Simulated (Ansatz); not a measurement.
**C5H12B2: where a starting geometry ends**

The starting geometry of this gas-phase singlet was optimised with GFN2-xTB; its bonds are those of `B[C@@H]1CC[C@H](B)C1`.

| atom | x (Å) | y (Å) | z (Å) |
| --- | --- | --- | --- |
| C | -0.5703 | -1.7429 | -0.5628 |
| C | -0.0848 | -1.1146 | -1.8788 |
| C | 0.9657 | -0.0533 | -1.4975 |
| C | 1.1954 | -0.1990 | 0.0225 |
| C | 0.6787 | -1.6090 | 0.3392 |
| B | -1.0242 | -3.2440 | -0.5822 |
| B | 2.5977 | 0.2074 | 0.5920 |
| H | -1.6821 | -3.6612 | 0.2903 |
| H | -0.6632 | -3.9683 | -1.4274 |
| H | -1.3327 | -1.0856 | -0.1295 |
| H | 0.3705 | -1.8798 | -2.5079 |
| H | -0.9160 | -0.6821 | -2.4359 |
| H | 1.8940 | -0.2312 | -2.0404 |
| H | 0.6309 | 0.9538 | -1.7454 |
| H | 0.5038 | 0.5009 | 0.5201 |
| H | 3.2094 | 1.0623 | 0.0808 |
| H | 3.0130 | -0.3068 | 1.5566 |
| H | 0.4471 | -1.7420 | 1.3947 |
| H | 1.4241 | -2.3530 | 0.0525 |

Question: Where would you expect an optimisation with PBE-D3(BJ)/def2-SVP to take it?

Answer: It keeps its bonds, and is `B[C@@H]1CC[C@H](B)C1`.

The energy falls by 0.23 eV over 17 steps:

```tsv
step	E − E(last) (eV)
1	0.229
3	0.019
5	0.002
6	0.001
8	0.001
10	0.001
12	0.000
13	0.000
15	0.000
17	0.000
```

Final geometry (Å):

```xyz
19

C    -0.6128   -1.7178   -0.5969
C    -0.0709   -1.1307   -1.9168
C     0.9097    0.0036   -1.5179
C     1.2624   -0.2584   -0.0254
C     0.6522   -1.6398    0.3222
B    -1.0412   -3.2132   -0.5458
B     2.6276    0.1573    0.5772
H    -1.8405   -3.6221    0.2790
H    -0.4937   -4.0243   -1.2769
H    -1.3699   -1.0329   -0.1546
H     0.4725   -1.9265   -2.4692
H    -0.8841   -0.7812   -2.5841
H     1.8131   -0.0034   -2.1598
H     0.4496    1.0042   -1.6430
H     0.6907    0.5000    0.5947
H     3.2599    1.0813    0.0934
H     3.0309   -0.3522    1.6094
H     0.4290   -1.7487    1.4016
H     1.3728   -2.4440    0.0537
```

The end wasn't checked by frequencies. Run with Ansatz 0.2.0, 62 s on 2 threads of Arm Neoverse V1, on a shared host.
